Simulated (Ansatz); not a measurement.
C2H5F2NSi, SMILES C/N=C/[SiH](F)F. Atoms are numbered in the order given.

```xyz
11

C     -3.0193    -0.4351     0.1659
N     -1.7063    -0.1629    -0.3577
C     -0.7049    -0.1787     0.4353
Si     0.9588     0.1866    -0.3290
F      1.9640    -1.0490    -0.0436
F      1.6173     1.4695     0.4053
H     -3.0379    -0.6414     1.2555
H     -3.4487    -1.2938    -0.3768
H     -3.6765     0.4224    -0.0557
H     -0.8261    -0.3988     1.5241
H      0.8795     0.4348    -1.7806
```
Charge 0, spin multiplicity 1.

The structure is a stationary point at r2SCAN-D4/def2-SVP. The structure was generated by enumeration; whether it is a known compound was not checked. The values are those of a single conformer.

Two levels are set side by side: PBE-D3(BJ)/def2-SVP (Ansatz, an electronic-structure program) and r2SCAN-D4/def2-SVP (Ansatz). Each level has its own optimised geometry; the coordinates shown are those of the second. Differences are taken from unrounded values.

```csv
quantity,r2SCAN-D4,PBE-D3(BJ),PBE-D3(BJ) minus r2SCAN-D4
mean bond length (Å),1.373,1.382,0.009
bond C1–N2 (Å),1.439,1.443,0.004
bond N2–C3 (Å),1.277,1.283,0.006
bond C3–Si4 (Å),1.867,1.877,0.010
bond Si4–F5 (Å),1.618,1.632,0.014
bond Si4–F6 (Å),1.618,1.632,0.014
bond C1–H7 (Å),1.109,1.118,0.009
bond C1–H8 (Å),1.103,1.111,0.008
bond C1–H9 (Å),1.103,1.111,0.008
bond C3–H10 (Å),1.117,1.124,0.007
bond Si4–H11 (Å),1.475,1.488,0.013
```

On these quantities the two levels nearly agree.
